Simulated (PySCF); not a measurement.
C2H2N (SMILES [CH2]C#N), doublet, at a GFN2-xTB geometry; DF-BHANDHLYP/def2-SVPD in PySCF.

Input for PySCF:
```python
from pyscf import gto, scf, dft

mol = gto.M(
    atom='''
C     0.003336   -0.168612   -1.162041
C    -0.000512    0.025874    0.178321
N    -0.003815    0.192819    1.328877
H     0.932323   -0.249064   -1.696896
H    -0.922563   -0.244247   -1.702920
''',
    basis='def2-svpd',
    charge=0,
    spin=1,
    verbose=4,
)

mf = dft.UKS(mol)
mf.xc = 'bhandhlyp'
mf = mf.density_fit(auxbasis='def2-universal-jkfit')
mf.kernel()
```

It wrote (shortened):

```
PySCF version 2.14.0

[INPUT] verbose = 4
[INPUT] num. atoms = 5
[INPUT] num. electrons = 21
[INPUT] charge = 0
[INPUT] spin (= nelec alpha-beta = 2S) = 1
[INPUT] symmetry False subgroup None
[INPUT] Mole.unit = angstrom
[INPUT] Symbol           X                Y                Z      unit          X                Y                Z       unit  Magmom
[INPUT]  1 C      0.003336000000  -0.168612000000  -1.162041000000 AA    0.006304126352  -0.318630501315  -2.195939235516 Bohr   0.0
[INPUT]  2 C     -0.000512000000   0.025874000000   0.178321000000 AA   -0.000967539776   0.048894773747   0.336977852259 Bohr   0.0
[INPUT]  3 N     -0.003815000000   0.192819000000   1.328877000000 AA   -0.007209305165   0.364375101613   2.511213583234 Bohr   0.0
[INPUT]  4 H      0.932323000000  -0.249064000000  -1.696896000000 AA    1.761835129633  -0.470662747489  -3.206668701870 Bohr   0.0
[INPUT]  5 H     -0.922563000000  -0.244247000000  -1.702920000000 AA   -1.743391402657  -0.461559936747  -3.218052412044 Bohr   0.0

nuclear repulsion = 53.5277607936193
number of shells = 32
number of NR pGTOs = 110
number of NR cGTOs = 76
basis = def2-svpd
ecp = {}

******** <class 'pyscf.df.df_jk.DFUKS'> ********
method = DFUKS
initial guess = minao
damping factor = 0
level_shift factor = 0
DIIS = <class 'pyscf.scf.diis.CDIIS'>
diis_start_cycle = 1
diis_space = 8
diis_damp = 0
SCF conv_tol = 1e-09
SCF conv_tol_grad = None
SCF max_cycles = 50
direct_scf = False
number electrons alpha = 11  beta = 10
XC library pyscf.dft.libxc version 7.1.2
    S. Lehtola, C. Steigemann, M. J. T. Oliveira, and M. A. L. Marques,  SoftwareX 7, 1–5 (2018)
XC functionals = bhandhlyp
    A. D. Becke,  J. Chem. Phys. 98, 1372 (1993)
    Defined through Gaussian implementation.
radial grids:
    Treutler-Ahlrichs [JCP 102, 346 (1995); DOI:10.1063/1.469408] (M4) radial grids

becke partition: Becke, JCP 88, 2547 (1988); DOI:10.1063/1.454033
pruning grids: <function nwchem_prune>
grids dens level: 3
symmetrized grids: False
atomic radii adjust function: <function treutler_atomic_radii_adjust>
small_rho_cutoff = 0
Set gradient conv threshold to 3.16228e-05
tot grids = 61760
******** <class 'pyscf.df.df.DF'> ********
auxbasis = def2-universal-jkfit
init E= -132.218349110871

cycle= 1 E= -131.870349275171  delta_E= 0.348  |g|= 0.265  |ddm|= 1.92
cycle= 2 E= -131.817951641545  delta_E= 0.0524  |g|= 0.459  |ddm|= 0.667
cycle= 3 E= -131.917169111681  delta_E= -0.0992  |g|= 0.0273  |ddm|= 0.442
cycle= 4 E= -131.918420714751  delta_E= -0.00125  |g|= 0.0123  |ddm|= 0.088
cycle= 5 E= -131.918723935942  delta_E= -0.000303  |g|= 0.00739  |ddm|= 0.0283
cycle= 6 E= -131.918834964511  delta_E= -0.000111  |g|= 0.00389  |ddm|= 0.0173
cycle= 7 E= -131.918884565519  delta_E= -4.96e-05  |g|= 0.00186  |ddm|= 0.0134
cycle= 8 E= -131.918901218024  delta_E= -1.67e-05  |g|= 0.000772  |ddm|= 0.00949
cycle= 9 E= -131.918904503835  delta_E= -3.29e-06  |g|= 0.000217  |ddm|= 0.00552
cycle= 10 E= -131.918904647397  delta_E= -1.44e-07  |g|= 0.000112  |ddm|= 0.000892
cycle= 11 E= -131.918904682312  delta_E= -3.49e-08  |g|= 7.32e-05  |ddm|= 0.000371
cycle= 12 E= -131.918904691786  delta_E= -9.47e-09  |g|= 4.03e-05  |ddm|= 0.00017
cycle= 13 E= -131.918904696064  delta_E= -4.28e-09  |g|= 1.26e-05  |ddm|= 0.000158
cycle= 14 E= -131.918904696357  delta_E= -2.93e-10  |g|= 2.8e-06  |ddm|= 4.26e-05
Extra cycle  E= -131.918904696367  delta_E= -1.03e-11  |g|= 1.83e-06  |ddm|= 5.83e-06
converged SCF energy = -131.918904696367  <S^2> = 0.7911733  2S+1 = 2.040758
```
